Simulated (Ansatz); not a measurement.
Isolated molecules relaxed with PBE0-D4/def2-TZVP in Ansatz; ΔE leaves out vibrations. CCSD(T)/CBS adds triple-zeta CCSD(T) − MP2 to the extrapolated MP2 energy (def2 sets, frozen cores). Functionals use def2-TZVPP. For Br outer-core shells are correlated without core-valence functions, which leaves a few kJ/mol of doubt a bond. Scalar relativity is left out up to krypton. Each species was taken in one conformer, which may not be the lowest.

Reaction (isomerisation): `F[C@H]1C[Si@@H]1Br` → `C=C[SiH](F)Br`

```tsv
level	ΔE (kJ/mol)
PBE-D4	-249.8
HF/CBS(def2)	-322.4
```

What does CCSD(T)/CBS give? (Estimate.)

Ansatz gave: -291.3 kJ/mol. The listed levels differ from it by 41.5, -31.1 kJ/mol.

Largest T1 diagnostic among the species: 0.010.

In def2-TZVPP, CCSD(T) changes the Hartree–Fock value by +32.1 kJ/mol (the triples alone add +3.4 kJ/mol) and MP2 by +29.7 kJ/mol. From PBE to PBE0 (25 % exact exchange), in def2-TZVPP and without D4, ΔE moves by −7.7 kJ/mol.
